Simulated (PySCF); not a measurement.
Al(H)(F)(Et) (C2H6AlF), SMILES C[CH2][AlH][F].

Geometry: PBE-D3(BJ)/def2-SVP. One conformer was computed; it need not be the lowest.

Computed with PySCF with CAM-B3LYP/def2-TZVP.

Isolated molecule, no solvent.

Computed frontier levels, gap, dipole moment and polarisability:
The highest occupied level is -9.23 eV and the lowest empty level is -0.05 eV. The orbital gap is 9.17 eV and the dipole moment is 0.407 e·Å. The quadrupole, principal values (traceless, Buckingham form, about the centre of nuclear charge) is -7.74, -0.67, 8.41 D·Å and the mean static polarisability is 49.2 bohr³ (7.29 Å³). The polarisability, principal values comes out as 42.3, 48.7, 56.7 bohr³.
